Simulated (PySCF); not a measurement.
C2H8BNS.
SMILES with atom numbers: `[CH3:1][NH:2][BH:3][S:4][CH3:5]` (hydrogens: H6, H7, H8 on C1; H9 on N2; H10 on B3; H11, H12, H13 on C5)

Method: PBE0-D3(BJ)/def2-SVP geometry optimisation, gas phase (PySCF 2.14.0); density fitting, grid level 1; the optimiser is geomeTRIC in internal coordinates, started from a GFN2-xTB structure with every atom displaced at random (about 0.01 Å).

Step 0: E = -15192.3218 eV
```
atom  x, y, z in Å  |  force x, y, z in eV/Å
C1     -2.5949   -0.1530   -0.1056   -0.307   1.629  -0.409
N2     -1.2665   -0.5729   -0.3473   -0.210   0.144   0.205
B3     -0.1136    0.0131    0.1006    1.638  -0.443  -0.191
S4      1.5208   -0.7181   -0.3609   -0.847  -0.111  -0.208
C5      2.6626    0.3746    0.4882   -0.339  -0.023   0.133
H6     -2.6034    0.7693    0.5107    0.042  -0.327  -0.110
H7     -3.1075    0.1084   -1.0517   -0.089  -0.069   0.092
H8     -3.1784   -0.8968    0.3967   -0.667  -0.814   0.566
H9     -1.2199   -1.3944   -0.8988    0.214  -0.979  -0.683
H10    -0.1149    0.9731    0.7875   -0.118   0.614   0.391
H11     2.4247    1.4113    0.2717    0.074   0.453  -0.168
H12     3.6635    0.1308    0.1459    0.413  -0.014  -0.057
H13     2.5761    0.2226    1.5607    0.197  -0.059   0.440
```

Step 1: E = -15192.4356 eV
```
atom  x, y, z in Å  |  force x, y, z in eV/Å
C1     -2.6119   -0.1310   -0.1095   -0.037  -0.359   0.095
N2     -1.2753   -0.6057   -0.3645    0.089  -0.111  -0.062
B3     -0.0872   -0.0212    0.0849   -0.212   0.091   0.002
S4      1.5150   -0.7092   -0.3856    0.149  -0.025   0.013
C5      2.6622    0.3883    0.5002    0.029  -0.015  -0.043
H6     -2.5645    0.7539    0.5320   -0.006   0.136   0.069
H7     -3.1403    0.1441   -1.0365   -0.020   0.040  -0.056
H8     -3.2306   -0.8920    0.4119    0.120   0.146  -0.093
H9     -1.2258   -1.4478   -0.9346   -0.045   0.149   0.071
H10    -0.1311    0.9702    0.7806   -0.009  -0.029  -0.011
H11     2.4710    1.4406    0.2518    0.001  -0.002  -0.015
H12     3.6814    0.1273    0.1804   -0.053   0.000   0.009
H13     2.5857    0.2504    1.5865   -0.005  -0.022   0.020
```

**Question.** Estimate the geometry and energy of step 2. (The exact step hangs on the optimiser's Hessian estimate; all steps are aligned on step 1, rigid shifts and turns removed.)

**Answer.** E = -15192.4386 eV, largest force 0.063 eV/Å
```
atom  x, y, z in Å  |  force x, y, z in eV/Å
C1     -2.6107   -0.1392   -0.1049   -0.032  -0.052   0.014
N2     -1.2737   -0.6019   -0.3720    0.030   0.042   0.020
B3     -0.0943   -0.0031    0.0756   -0.014  -0.048   0.000
S4      1.5129   -0.7038   -0.3830    0.024   0.015   0.008
C5      2.6650    0.3850    0.5027   -0.009  -0.001  -0.007
H6     -2.5666    0.7505    0.5382   -0.006  -0.004  -0.018
H7     -3.1473    0.1362   -1.0295   -0.007   0.015   0.003
H8     -3.2169   -0.9012    0.4172    0.018   0.020  -0.010
H9     -1.2228   -1.4387   -0.9436   -0.013   0.020   0.001
H10    -0.1457    0.9863    0.7718    0.000  -0.006  -0.013
H11     2.4880    1.4377    0.2456    0.007   0.001   0.001
H12     3.6806    0.1086    0.1898    0.001   0.000   0.002
H13     2.5801    0.2516    1.5897    0.001   0.000  -0.001
```

The energy changes by -0.0029 eV. The first-order estimate −F·Δx gives -0.0061 eV and the mean of the old and new forces, exact on a quadratic surface, -0.0030 eV. The step makes an angle of 79° with the force vector and moves no atom by more than 0.023 Å.

What follows is the cost of the whole optimisation. The run took 43 s wall on Arm Neoverse N1, one thread, shared host with 64 logical CPUs at a one-minute load of 61, and the process peaked at 0.46 GiB of memory.
